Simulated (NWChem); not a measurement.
System: SiHOCl, singlet; SMILES O[Si]Cl

```xyz
4

Si     0.6304     0.6065     0.0000
Cl    -0.1208    -1.3473     0.0000
O     -0.8140     1.4340     0.0000
H     -0.7188     2.3947     0.0000
```
Atoms are numbered in this order, from 1.

Results from NWChem. Geometry optimised at PBE0/def2-SVP; all other runs use it. Low-valent species are run as closed-shell singlets; no triplet was tried in these runs.

```tsv
quantity	level	value
isotropic polarisability (bohr³), static	B3LYP/def2-SVPD	?
−ε(HOMO) (eV)	B3LYP/def2-SVP	?
cavity-dispersion-structure term (kcal/mol) in water	PBE0/def2-SVP, SMD	?
vertical, lowest state with f > 0.02, singlet (eV)	B3LYP/def2-SVPD, TDA	4.56
dipole (D)	PBE0/def2-SVP	2.60
highest harmonic frequency (cm⁻¹)	PBE0/def2-SVP	3883
```

Task: Some entries are withheld; supply them.

Result: 
- isotropic polarisability (bohr³), static, value: 49.2
- −ε(HOMO) (eV), value: 7.02
- cavity-dispersion-structure term (kcal/mol) in water, value: 1.0
